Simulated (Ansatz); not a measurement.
Isomers of ZrP₂H₆Br₄ (singlet), relaxed with PBE-D4/def2-SVP; total energies from Ansatz at B2PLYP/def2-TZVP.

| isomer | description | energy (Eh) |
| --- | --- | --- |
| A | cis-Zr(PH3)2Br4 (ZrP2H6Br4) | -11028.43570 |
| B | trans-Zr(PH3)2Br4 (ZrP₂H₆Br₄) | -11028.42350 |

In the def2 sets Zr takes a core potential; there is no spin–orbit coupling. Correlated methods freeze 46 core orbitals; core or outer-core shells of Br, Zr are correlated, in sets that lack core-valence functions.

A: The test of the restricted singlet for broken spin symmetry was undecided. B: The test of the restricted singlet for broken spin symmetry was undecided.

Question: Work out the relative energies (1 Eh = 2625.5 kJ/mol) and the Boltzmann populations at 800 K from electronic energies alone (R = 8.314 J/mol/K).

Answer: ΔE: A 0.0, B 32.0 kJ/mol. RT = 6.65 kJ/mol. Factors exp(−ΔE/RT): A 1, B 0.00813; sum 1.008. Populations: A 99.2 %, B 0.8 %. Zero-point energy, vibrational entropy and symmetry numbers are left out and can shift these; an error of 4 kJ/mol changes a ratio by a factor of 1.8. Over the other density-functional and correlated levels in def2 sets, the gap between A and B ranges from 31 to 34 kJ/mol.
